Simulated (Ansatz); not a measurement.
Kohn–Sham single points on `C[SiH](O)[SiH3]`.

```yaml
crystal:
  periodic: [false, false, false]
  atoms:
    - {symbol: C, position_ang: [-1.128146, 1.273256, 0.206719]}
    - {symbol: Si, position_ang: [-0.101834, -0.237014, 0.605074]}
    - {symbol: O, position_ang: [1.132963, 0.107407, 1.654698]}
    - {symbol: Si, position_ang: [0.919397, -1.111304, -1.312209]}
    - {symbol: H, position_ang: [-0.515566, 2.058945, -0.241370]}
    - {symbol: H, position_ang: [-1.599363, 1.678053, 1.106779]}
    - {symbol: H, position_ang: [-1.923649, 1.016018, -0.498523]}
    - {symbol: H, position_ang: [-1.009376, -1.264228, 1.203906]}
    - {symbol: H, position_ang: [0.899885, 0.335508, 2.555682]}
    - {symbol: H, position_ang: [1.816718, -0.103665, -1.942062]}
    - {symbol: H, position_ang: [-0.129008, -1.479453, -2.305520]}
    - {symbol: H, position_ang: [1.714979, -2.328721, -0.999274]}
basis:
  gaussian: {orbitals: def2-TZVPP}
hamiltonian: {xc: {name: PBE-QIDH}}
```

```sh
$ ansatz run in.yaml --threads 4 --pin off --events-out ev --progress --plain
```

Shortened log:

```
Functional definition: PBE-QIDH
1476 factors; integrals over basis functions are off by at most 8.2e-4 eV
mean field evaluation 1: about -18946.0433 eV, gradient 4.9e1 eV
mean field evaluation 2: about -18946.2104 eV, gradient 4.9e1 eV
mean field evaluation 4: about -18950.7613 eV, gradient 4.6e0 eV
mean field evaluation 8: about -18950.8158 eV, gradient 2.8e-1 eV
mean field evaluation 16: about -18950.8160 eV, gradient 5.4e-5 eV
mean field -18950.81595114 eV, -696.4296408801 hartree, gradient 2.8e-6 eV, S^2 0.000000; 0 other end points of the search recorded, 0 dependent functions left out
12 core orbitals not correlated: weight in the atoms' cores, before any rotation towards them, 1.000 or more for the frozen orbitals, at most 0.000 for the correlated occupied ones
reference -18950.81596561 eV, -696.4296414119 hartree; 13, 13 occupied and 233, 233 virtual orbitals, 1476 factors
second order -20.68559877 eV of doubles, -0.00000000 eV of singles
Total energy: -18957.71116520 eV, -696.6830353230 hartree
```

Hardware: 4 threads of a server CPU on a shared host. Wall time 6 s, peak host memory 0.64 GiB.

Changing it to `hamiltonian: {xc: {name: BLYP}, dispersion: d4}` (abridged; 2.7 s):

```
Functional definition: BLYP
mean field evaluation 16: about -18971.5067 eV, gradient 1.9e-4 eV
mean field -18971.50668865 eV, -697.1900114588 hartree, gradient 6.9e-5 eV, S^2 0.000000
Total energy: -18972.03162286 eV, -697.2093024352 hartree
```

The same input with `hamiltonian: {xc: {name: wB97X-V}}` (abridged; 8.5 s):

```
Functional definition: wB97X-V
mean field evaluation 16: about -18969.5550 eV, gradient 3.8e-5 eV
mean field -18969.55501781 eV, -697.1182888782 hartree, gradient 3.8e-5 eV, S^2 0.000000
Total energy: -18969.55501540 eV, -697.1182887897 hartree
```

The same input with `hamiltonian: {xc: {name: r2SCANh}, dispersion: d4}` (abridged; 5.5 s):

```
Functional definition: r2SCANh
mean field evaluation 16: about -18969.5801 eV, gradient 5.0e-5 eV
mean field -18969.58011435 eV, -697.1192111590 hartree, gradient 5.0e-5 eV, S^2 0.000000
Total energy: -18969.64489875 eV, -697.1215919420 hartree
```

With the line `hamiltonian: {xc: {name: wB97M-V}}` and forces (abridged; 12 s):

```
Functional definition: wB97M-V
mean field evaluation 16: about -18970.1355 eV, gradient 4.2e-5 eV
mean field -18970.13553868 eV, -697.1396226268 hartree, gradient 4.2e-5 eV, S^2 0.000000
Total energy: -18970.13559710 eV, -697.1396247735 hartree
Atom 0 force    -0.015088     0.026794     0.002719 eV/Å
Atom 1 force    -0.151899    -0.149047    -0.116051 eV/Å
Atom 2 force     0.042650     0.029774     0.098346 eV/Å
Atom 3 force     0.032691    -0.021402    -0.053648 eV/Å
Atom 4 force    -0.043646    -0.052396     0.029135 eV/Å
Atom 5 force     0.032391    -0.025616    -0.066467 eV/Å
Atom 6 force     0.052883     0.019028     0.046633 eV/Å
Atom 7 force     0.094064     0.108232    -0.061184 eV/Å
Atom 8 force     0.032342    -0.001741    -0.022970 eV/Å
Atom 9 force    -0.098270    -0.108640     0.069839 eV/Å
Atom 10 force     0.111527     0.039701     0.105657 eV/Å
Atom 11 force    -0.089644     0.135311    -0.032008 eV/Å
Dipole moment:    -0.246879     0.195368     0.232515 e Å
```

Changing it to `hamiltonian: {xc: lda}` (abridged; 1.4 s):

```
Functional definition: SPW92
mean field evaluation 16: about -18883.5144 eV, gradient 2.7e-4 eV
mean field -18883.51439878 eV, -693.9563544494 hartree, gradient 1.9e-5 eV, S^2 0.000000
Total energy: -18883.51444417 eV, -693.9563561176 hartree
```
